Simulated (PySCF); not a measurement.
C7H7, doublet (typed; the unrestricted solution is spin-contaminated), geometry from GFN2-xTB; HF/3-21G in PySCF.

The PySCF input:
```python
from pyscf import gto, scf

mol = gto.M(
    atom='''
C     1.096806   -0.692040    0.742836
C     1.465115   -0.165421   -0.396948
C     0.257160    0.706690   -0.823937
C    -0.865458   -0.272563   -1.118095
C    -1.193253   -0.856204    0.026576
C    -0.301880   -0.264599    1.107974
C    -0.198129    1.181610    0.572021
H     2.356814   -0.273139   -0.978067
H     0.471835    1.456968   -1.579832
H    -1.255890   -0.449343   -2.102072
H    -1.912258   -1.631328    0.209142
H    -0.615248   -0.412225    2.136059
H     0.548604    1.781332    1.090668
H    -1.156030    1.702899    0.561539
''',
    basis='3-21g',
    charge=0,
    spin=1,
    verbose=4,
)

mf = scf.UHF(mol)
mf.kernel()
```

It wrote (shortened):

```
PySCF version 2.14.0

[INPUT] verbose = 4
[INPUT] num. atoms = 14
[INPUT] num. electrons = 49
[INPUT] charge = 0
[INPUT] spin (= nelec alpha-beta = 2S) = 1
[INPUT] symmetry False subgroup None
[INPUT] Mole.unit = angstrom
[INPUT] Symbol           X                Y                Z      unit          X                Y                Z       unit  Magmom
[INPUT]  1 C      1.096806000000  -0.692040000000   0.742836000000 AA    2.072662951780  -1.307766067244   1.403756595467 Bohr   0.0
[INPUT]  2 C      1.465115000000  -0.165421000000  -0.396948000000 AA    2.768666090992  -0.312600385252  -0.750123005694 Bohr   0.0
[INPUT]  3 C      0.257160000000   0.706690000000  -0.823937000000 AA    0.485961970193   1.335450554969  -1.557015273896 Bohr   0.0
[INPUT]  4 C     -0.865458000000  -0.272563000000  -1.118095000000 AA   -1.635478592314  -0.515069421690  -2.112893331246 Bohr   0.0
[INPUT]  5 C     -1.193253000000  -0.856204000000   0.026576000000 AA   -2.254921367316  -1.617991066757   0.050221361486 Bohr   0.0
[INPUT]  6 C     -0.301880000000  -0.264599000000   1.107974000000 AA   -0.570470522484  -0.500019642834   2.093767413139 Bohr   0.0
[INPUT]  7 C     -0.198129000000   1.181610000000   0.572021000000 AA   -0.374409547334   2.232919286047   1.080963027500 Bohr   0.0
[INPUT]  8 H      2.356814000000  -0.273139000000  -0.978067000000 AA    4.453732986541  -0.516157903938  -1.848278761475 Bohr   0.0
[INPUT]  9 H      0.471835000000   1.456968000000  -1.579832000000 AA    0.891638925984   2.753270492255  -2.985449802824 Bohr   0.0
[INPUT] 10 H     -1.255890000000  -0.449343000000  -2.102072000000 AA   -2.373288142580  -0.849135205990  -3.972340374117 Bohr   0.0
[INPUT] 11 H     -1.912258000000  -1.631328000000   0.209142000000 AA   -3.613643899509  -3.082763139334   0.395221101144 Bohr   0.0
[INPUT] 12 H     -0.615248000000  -0.412225000000   2.136059000000 AA   -1.162650218686  -0.778992351699   4.036566495912 Bohr   0.0
[INPUT] 13 H      0.548604000000   1.781332000000   1.090668000000 AA    1.036711310841   3.366229616924   2.061063812827 Bohr   0.0
[INPUT] 14 H     -1.156030000000   1.702899000000   0.561539000000 AA   -2.184580091781   3.218012727796   1.061154918262 Bohr   0.0

nuclear repulsion = 280.202549167323
number of shells = 49
number of NR pGTOs = 126
number of NR cGTOs = 77
basis = 3-21g
ecp = {}

******** <class 'pyscf.scf.uhf.UHF'> ********
method = UHF
initial guess = minao
damping factor = 0
level_shift factor = 0
DIIS = <class 'pyscf.scf.diis.CDIIS'>
diis_start_cycle = 1
diis_space = 8
diis_damp = 0
SCF conv_tol = 1e-09
SCF conv_tol_grad = None
SCF max_cycles = 50
direct_scf = True
direct_scf_tol = 1e-13
number electrons alpha = 25  beta = 24
Set gradient conv threshold to 3.16228e-05
init E= -269.67290008823

cycle= 1 E= -267.406955215002  delta_E= 2.27  |g|= 0.311  |ddm|= 2.81
cycle= 2 E= -267.490343836168  delta_E= -0.0834  |g|= 0.123  |ddm|= 0.692
cycle= 3 E= -267.502227374869  delta_E= -0.0119  |g|= 0.0486  |ddm|= 0.307
cycle= 4 E= -267.50567537909  delta_E= -0.00345  |g|= 0.0213  |ddm|= 0.116
cycle= 5 E= -267.507204311721  delta_E= -0.00153  |g|= 0.0175  |ddm|= 0.0703
cycle= 6 E= -267.508257780925  delta_E= -0.00105  |g|= 0.0164  |ddm|= 0.048
cycle= 7 E= -267.50975670444  delta_E= -0.0015  |g|= 0.0153  |ddm|= 0.0691
cycle= 8 E= -267.512962715923  delta_E= -0.00321  |g|= 0.00919  |ddm|= 0.188
cycle= 9 E= -267.513650671575  delta_E= -0.000688  |g|= 0.00466  |ddm|= 0.166
cycle= 10 E= -267.513573066312  delta_E= 7.76e-05  |g|= 0.00476  |ddm|= 0.101
cycle= 11 E= -267.51376491839  delta_E= -0.000192  |g|= 0.00119  |ddm|= 0.0584
cycle= 12 E= -267.513771110717  delta_E= -6.19e-06  |g|= 0.00103  |ddm|= 0.00465
cycle= 13 E= -267.513772725164  delta_E= -1.61e-06  |g|= 0.00112  |ddm|= 0.00501
cycle= 14 E= -267.513773466048  delta_E= -7.41e-07  |g|= 0.0011  |ddm|= 0.000553
cycle= 15 E= -267.513774305263  delta_E= -8.39e-07  |g|= 0.00105  |ddm|= 0.00222
cycle= 16 E= -267.513775197768  delta_E= -8.93e-07  |g|= 0.00102  |ddm|= 0.00298
cycle= 17 E= -267.51377191512  delta_E= 3.28e-06  |g|= 0.00101  |ddm|= 0.00245
cycle= 18 E= -267.513753761154  delta_E= 1.82e-05  |g|= 0.000916  |ddm|= 0.0136
cycle= 19 E= -267.513719701941  delta_E= 3.41e-05  |g|= 0.000614  |ddm|= 0.0339
cycle= 20 E= -267.513700046336  delta_E= 1.97e-05  |g|= 0.000264  |ddm|= 0.0399
cycle= 21 E= -267.513698451709  delta_E= 1.59e-06  |g|= 8.39e-05  |ddm|= 0.0125
cycle= 22 E= -267.513698361816  delta_E= 8.99e-08  |g|= 4.01e-05  |ddm|= 0.00339
cycle= 23 E= -267.513698362388  delta_E= -5.72e-10  |g|= 1.96e-05  |ddm|= 0.000502
Extra cycle  E= -267.513698362861  delta_E= -4.73e-10  |g|= 1.22e-05  |ddm|= 4.18e-05
converged SCF energy = -267.513698362861  <S^2> = 1.0479354  2S+1 = 2.2785394
```
